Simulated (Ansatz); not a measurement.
Gas-phase electronic energies from Ansatz, PBE0-D4/def2-TZVP geometries. CCSD(T)/CBS adds triple-zeta CCSD(T) − MP2 to the extrapolated MP2 energy (def2 sets, frozen cores). This one scheme is used for every species. DFT in def2-TZVPP. Each species was taken in one conformer, which may not be the lowest.

Consider the ligand exchange at the Si–O bond: `O[Si](F)(O[SiH3])O[SiH3]` + H–F → `F[Si](F)(O[SiH3])O[SiH3]` + H₂O.

(1) Is it downhill or uphill in electronic energy at CCSD(T)/CBS, and by how much? (An estimate is asked.)

(2) What do these levels give: PBE-D4, ωB97X-V, ωB97M-V, r2SCAN, HF/def2-TZVPP, MP2/def2-TZVPP, CCSD/def2-TZVPP, CCSD(T)/def2-TZVPP, HF/def2-QZVPP, SCS-MP2/def2-QZVPP, MP2/CBS(def2), CCSD/CBS(def2)? (An estimate is asked.)

Largest T1 diagnostic among the species: 0.011.

## Answers

(1) Ansatz gave: Downhill: ΔE = -38.8 kJ/mol.

(2) Ansatz gave: PBE-D4 -36.4, ωB97X-V -38.5, ωB97M-V -38.0, r2SCAN -40.1, HF/def2-TZVPP -44.2, MP2/def2-TZVPP -35.8, CCSD/def2-TZVPP -38.6, CCSD(T)/def2-TZVPP -37.3, HF/def2-QZVPP -46.2, SCS-MP2/def2-QZVPP -39.7, MP2/CBS(def2) -37.3, CCSD/CBS(def2) -40.0 kJ/mol.

In def2-TZVPP, CCSD(T) changes the Hartree–Fock value by +6.9 kJ/mol (the triples alone add +1.2 kJ/mol) and MP2 by +8.4 kJ/mol.
